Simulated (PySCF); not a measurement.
# SSe₂⁻, doublet: computed properties

Level of theory: PySCF, UPBE, basis S def2-SVPD, Se def2-SVPD (no relativity, density fitting).

The structure is a minimum.

| Property | Result |
| --- | --- |
| Point group | C2v |
| Bond lengths | S–Se 2.197 Å (×2) |
| Bond angles | Se–S–Se 116.6° |
| Heat capacity Cp at 298.15 K | 53.9 J/(mol K) |
| Entropy at 298.15 K and 1 bar (electronic part: spin only) | 311.9 J/(mol K) |
| Highest occupied level (α) | -0.14 eV |
| Rotational symmetry number | 2 |
| Rotational constants | 0.474, 0.03019, 0.02839 cm⁻¹ |
| Spin squared ⟨S²⟩ | 0.751 |
| Principal quadrupole moments (Buckingham, traceless) about the centre of mass | -14.22, 6.40, 7.82 D Å |
| Dipole moment about the centre of mass | 0.03 D |
| Enthalpy at 298.15 K above 0 K | 13.43 kJ/mol |
| Principal polarisabilities | 82.5, 93.8, 206.0 bohr³ |
| Zero-point energy | 5.3 kJ/mol |
| Lowest empty level (β) | 0.43 eV |

Harmonic modes (masses in u: S 31.972, Se 79.917):
| symmetry | ω (cm⁻¹) | IR (km/mol) | μ (u) |
| --- | --- | --- | --- |
| a1 | 125 | 0.1 | 64.44 |
| a1 | 364 | 0.9 | 39.77 |
| b2 | 403 | 101 | 36.75 |

In C2v the vibrations span 2a1 + b2. Here b1 is antisymmetric to the molecular plane and b2 lies in it.

Charges (e); Mulliken and Löwdin values are unreliable with diffuse functions:
```csv
atom,Mulliken,Löwdin,polar tensor,spin (Mulliken),Mayer order to S1
S1,-0.38,-0.56,0.31,0.30,–
"Se2,3",-0.31,-0.22,-0.66,0.35,1.35
```
Other Mayer orders above 0.3: Se–Se 0.34.

Mulliken populations on S1: s 5.87, p 10.20, d 0.31.

Outer orbital energies (eV). α occupied: -9.68, -4.90, -4.01, -3.66, -1.35, -1.01, -0.86, -0.14; empty: 1.80, 2.70, 3.64, 3.93. β occupied: -11.79, -9.38, -4.75, -3.87, -3.19, -0.90, -0.89, -0.75; empty: 0.43, 1.93, 2.81, 3.73.

Only a few start shapes were tried, so a lower isomer may exist. The lowest empty level of this anion is unbound, so it and the gap depend on the basis.

The final relaxation and frequency run took about 70 core-seconds on a shared host.
